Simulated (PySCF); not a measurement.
## Assigning NMR signals

Structure with atom numbers: `[CH3:1][C:2](=[O:3])[O:4][CH2:5][CH2:6][B:7]([F:8])[F:9]` (H(Xn): hydrogen on atom n).

[PySCF 2.14: shieldings: GIAO KT2/pcSseg-1; geometry: PBE0-D3(BJ)/def2-SVP; couplings computed with B3LYP/pcJ-1 (spin–dipole term only in couplings to heteroatoms); no solvent model; a single conformation; fast rotation and ring inversion assumed for equivalent nuclei; no relativistic terms]

Shifts are taken against calculated references (same method and geometry level): TMS for 13C, 1H.

Q: Assign these signals to the numbered atoms. 13C{1H} NMR (computed): δ 163.6, 60.5 (t, J = 4.1 Hz), 20.7, 14.5 (t, J = 27.5 Hz).

A: 
| δ (ppm) | atoms | environment | reason |
| --- | --- | --- | --- |
| 163.6 | C2 | ester carbonyl carbon | it is a carbonyl in resonance with an O or N lone pair, the region of acids, esters and amides |
| 60.5 | C5 | sp3 CH2 bonded to O | deshielded by the electronegative neighbour |
| 20.7 | C1 | methyl carbon α to a carbonyl | the adjacent C=O deshields it moderately |
| 14.5 | C6 | sp3 CH2 bonded to B | – |

Q: Assign these signals to the numbered atoms. 1H NMR (400 MHz, computed): δ 4.07 (t, J = 8.5 Hz, 2H), 1.93 (s, 3H), 1.50 (tt, J = 8.5, 4.0 Hz, 2H).

A: 
| δ (ppm) | atoms | environment | reason |
| --- | --- | --- | --- |
| 4.07 | H(C5) | hydrogen on an sp3 CH2 bonded to O | its carbon carries O, which withdraws density |
| 1.93 | H(C1) | hydrogen on a methyl carbon α to a carbonyl | α to C=O |
| 1.50 | H(C6) | hydrogen on an sp3 CH2 bonded to B | – |

A carbon bonded to boron is broadened by the quadrupolar boron nucleus and is often missing from a measured spectrum. C–F couplings over four or more bonds (about 3 Hz to the para carbon of a fluoroarene) are left out. Multiplet labels drop couplings under 1 Hz and merge nearly equal ones. Unscaled 3J(H,H) at this level run about 10 % above measured values. Shifts are as computed. Against solution values, carbons near 30 ppm lie about +2 ppm off and those near 130 ppm about -5 ppm. Of 1313 compounds with measured shifts, 239 miss one by over three times the rms of a fit or turn the order of signals round; such compounds aren't used in these exercises. Across freely rotating sp3–sp3 bonds, 3J(H,H) is taken as (2 J gauche + J anti)/3 from the one conformer, which assumes equal rotamer populations. Vicinal couplings across rotatable single bonds and in flexible rings belong to the one computed conformer; a conformer average would change them.
